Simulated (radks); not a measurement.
Species: O1.75+. Configuration: [He] 2s2 2p(up 2, down 0.25) (fractional occupations, a model configuration).

All-electron calculation, non-relativistic Kohn-Sham, LDA (Slater exchange, Perdew-Wang correlation), spin-polarised, spherical densities, point nucleus. Program: a radial shooting solver on a logarithmic mesh with Libxc functionals.

Energy parts (hartree):
total: -73.05848
kinetic: 72.77013
electron-nucleus: -166.83474
Hartree: 27.98958
exchange-correlation: -6.98345

Orbitals (lengths in bohr, moments of r in powers of bohr; <r^-3> diverges for s and p1/2; r(90%) holds 90 % of the orbital's charge):
| orbital | occ. | eigenvalue (hartree) | r(90%) | <r^-3> | <1/r> | <r^4> |
|---|---|---|---|---|---|---|
| 1s up | 1 | -20.11326 | 0.360 | - | 7.577 | 0.007792 |
| 1s down | 1 | -20.05087 | 0.359 | - | 7.593 | 0.007682 |
| 2s up | 1 | -2.00344 | 1.63 | - | 1.400 | 3.025 |
| 2s down | 1 | -1.86838 | 1.68 | - | 1.367 | 3.358 |
| 2p up | 2 | -1.46669 | 1.69 | 7.114 | 1.301 | 3.507 |
| 2p down | 0.25 | -1.32508 | 1.77 | 6.702 | 1.263 | 4.227 |

The highest occupied level is 2p down at -36.057 eV. Spin moment in Bohr magnetons: 1.75. The electron density at the nucleus is 311.7 e/bohr^3.
